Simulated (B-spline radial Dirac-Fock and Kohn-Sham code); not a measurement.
# Binding energies of Tc in different valence configurations

These are calculated numbers from an atomic code on a B-spline grid; the model is Dirac-Fock ΔSCF + Breit + QED. The model has no electron correlation.

Reference: the tabulated ground configuration [Kr] 4d5 5s2, with 1s 21056.1 eV, 2s 3061.2 eV, 2p1/2 2807.1 eV, 3p3/2 441.8 eV, 3d5/2 265.2 eV, 4p3/2 52.09 eV, Kα1 18365.5 eV, Kβ1 20614.3 eV, Lα1 2425.4 eV.

Question: One of these configurations gives the following shifts from the reference, in eV: average energy +2.54, 1s +1.30, 2s +1.27, 2p1/2 +1.31, 3p3/2 +1.33, 3d5/2 +1.33, 4p3/2 +1.34, Kα1 -0.02, Kβ1 -0.03, Lα1 -0.01. Which?
A. [Kr] 4d7
B. [Kr] 4d4 5s2 5p1
C. [Kr] 4d5 5s1 5p1
D. [Kr] 4d6 5s1

Answer: C. The others give [Kr] 4d6 5s1: 1s -4.31; [Kr] 4d7: 1s -7.96; [Kr] 4d4 5s2 5p1: 1s +5.90.
